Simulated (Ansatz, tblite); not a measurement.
Cost and result up the ladder for BiH₃ (4 atoms). Total charge 0; singlet. Geometry: PBE-D4/def2-TZVP.

```xyz
4

Bi   -0.055   -0.060   -0.780
H    -0.234    1.468    0.167
H     1.398   -0.492    0.202
H    -1.109   -0.915    0.412
```

Ansatz on 4 threads of Arm Neoverse V1 on a shared host; xTB runs through tblite on one thread. Times are rough, summed over both states, and most runs start from the orbitals of an earlier one. PBE0-D4/def2-TZVP serves as the yardstick here, not as an exact answer. The other state is a triplet.

In the def2 sets Bi takes a core potential; there is no spin–orbit coupling. The xTB rows come from tblite.

xTB has no spin-polarisation term.

```
              level  functions  wall time  vertical triplet (eV)  difference from PBE0-D4/def2-TZVP (eV)
           GFN2-xTB          7    0.003 s                   8.53                                    3.24
           GFN1-xTB         10    0.004 s                   8.82                                    3.53
   PBE-D4/def2-TZVP         68     0.95 s                   5.28                                   -0.01
  PBE0-D4/def2-TZVP         68      1.2 s                   5.29                                    0.00
r2SCAN-D4/def2-TZVP         68      2.2 s                   5.25                                   -0.04
```
